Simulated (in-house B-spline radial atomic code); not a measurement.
**RPA and G0W0 on r2SCAN0: Sr5+**

Configuration [Ar] 3d10 4s2 4p3, highest spin, mean-field start r2SCAN0. Computed with an all-electron radial atomic-structure program (B-spline basis): all electrons, non-relativistic, point nucleus, each spin shell either full or empty, empty states to l = 9 with an (l + 1/2)⁻⁴ tail; G0W0 by contour deformation at full frequency.

Without relativity these are model numbers: it shifts the levels of so heavy an element strongly and can reorder them.

Command:
```bash
python run_gw.py task.json out
```
Settings (radii: box in bohr, nucleus in fm):
```
Z                        38
electrons                33
configuration            [Ar] 3d10 4s2 4p3
hamiltonian              nr
method                   r2scan0
lmax                     9
spin_polarised           True
box_radius               10.43
intervals                51
```

Run time, properties included: 4.2 s on 1 thread of Arm Neoverse N1, on a shared host.

Energies (hartree):

```csv
term,value
mean-field total,-3126.54243
Hartree-Fock functional on these orbitals,-3124.90215
direct second order,-2.6751
second-order exchange,0.78339
SOSEX correction,0.73088
```

(1) What is the RPA correlation energy, and what remains with SOSEX?

Quasi-particle levels (eV):

```csv
level,occupied,mean field,Σx - vxc,Σc,QP weight,G0W0
4p up,yes,-83.91,-4.85,?,?,?
4s down,yes,-96.94,-3.03,-2.84,0.962,-102.80
3d down,yes,-203.61,-15.80,4.81,0.936,-214.60
4p down,no,-74.48,6.81,-2.73,0.961,-70.40
```

G0W0 = mean field + (Σx - vxc) + Σc, with Σc (partial-wave tail included) taken at the quasi-particle energy. Only the outer levels were computed. Levels of low weight are left out.

(2) Where does G0W0 put 4p up?

## Answers

(1) RPA gives -2.3814 hartree (-1.96 eV per electron); RPA + SOSEX gives -1.6505, and the second-order doubles -1.8917 hartree (no singles). RPA lacks exchange-type terms and so overcorrelates at short range.

(2) At -89.32 eV, with Σc = -0.55 eV and a quasi-particle weight of 0.962. The tabulated removal energy is 88 ± 2 eV (NIST, tabulated theory); the calculation leaves out relativity, Breit and QED terms, and what these don't explain is the method's own error.
